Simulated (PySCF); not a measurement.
**Correlation energy of O⁺ (oxygen, charge +1)**

[He] 2s2 2p3, high-spin 4S determinant. All numbers are calculated (PySCF 2.14, the spin-free X2C one-electron Hamiltonian (Gaussian nucleus), in cc-pVTZ-DK (4s3p2d1f, 30 functions)). Frozen: 1s2; 5 electrons correlated.

MP2 pair energies summed by pair of shells (mhartree):

```tsv
pair	energy	share (%)
2s-2p	-64.15	65.7
2p-2p	-23.48	24.0
2s-2s	-10.06	10.3
```

Total MP2 correlation energy: -97.69 mhartree.

Same-spin part -29.17 and opposite-spin part -68.52 mhartree; SCS-MP2 scales them by 1/3 and 6/5 to -91.95 mhartree.

| level | correlation energy (mhartree) |
| --- | --- |
| CCSD | -112.75 |
| (T) | -1.60 |
| CCSD(T) | -114.35 |

Diagnostics: T1 = 0.0040, D1 = 0.0090, largest double amplitude 0.036.

Cost of the coupled-cluster step: 0.25 s of wall time on 1 thread of Neoverse-V2 (shared host), for 5 correlated electrons.
